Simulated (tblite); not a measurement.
Compound: C₃H₇FPSi₂ (doublet state).
SMILES with atom numbers: `[CH3:1][C:2]#[C:3][SiH:4][Si@@H:5]([F:6])[PH2:7]` (hydrogens: H8, H9, H10 on C1; H11 on Si4; H12 on Si5; H13, H14 on P7)

Structure used (GFN2-xTB), in Å, numbered top down from 1:
```xyz
14
C3H7FPSi2 angstrom
C      2.9429    1.6252    0.0913
C      1.9652    0.5866    0.3172
C      1.1615   -0.3039    0.4775
Si    -0.1068   -1.5711    0.8533
Si    -2.0851   -1.4113   -0.2788
F     -3.0401   -2.4770    0.4926
P     -2.9836    0.6104    0.1205
H      3.4062    1.9119    1.0355
H      2.4623    2.5003   -0.3458
H      3.7180    1.2706   -0.5885
H      0.5990   -2.8585    0.9410
H     -2.3725   -1.8276   -1.6628
H     -3.7348    0.6551   -1.0382
H     -1.9328    1.2887   -0.4669
```

Method: GFN2-xTB as coded in tblite; computed harmonic values from a numerical Hessian at the method's own geometry, unscaled. Errors from tens to a few hundred cm⁻¹ against measured bands are possible. Modes of hydrogen on phosphorus and silicon can be 10 to 20 % off. One conformer, not necessarily the lowest. Open shells enter through the occupations alone, without spin polarisation, and single modes of such species can be off by tens of per cent. The optimisation stopped once no atom felt more than 0.01 eV/Å.

Lowest wavenumbers of the output (negative numbers stand for imaginary wavenumbers):
```
mode    cm-1
  1     -22.8
  2      20.8
  3      43.4
  4      58.4
  5     106.2
  6     151.4
  7     160.4
  8     179.6
```

**Question.** Is this structure a minimum?

**Answer.** Not by this Hessian. 1 mode is imaginary beyond 20i (23i cm⁻¹), so at this level the point lies at or near a first-order saddle. The curvature is small, so loose convergence or finite differences may be the whole cause.

**Question.** Which atoms move in the imaginary mode?

**Answer.** 23i: H9 (hydrogen on carbon) 33 %, H10 (hydrogen on carbon) 33 %, H8 (hydrogen on carbon) 32 %. These are shares of the mass-weighted motion.

**Question.** What is the remedy?

**Answer.** Step along that mode in both directions, optimise again with tighter thresholds and repeat the frequencies. The zero-point energy of this point (51.8 kcal/mol) counts the 35 real modes alone, and thermal corrections from it aren't those of a minimum.

Hardware: one thread of an Arm Neoverse V2 (shared host). Cost: 0.51 s of wall time. This covers the Hessian and the dipole derivatives.
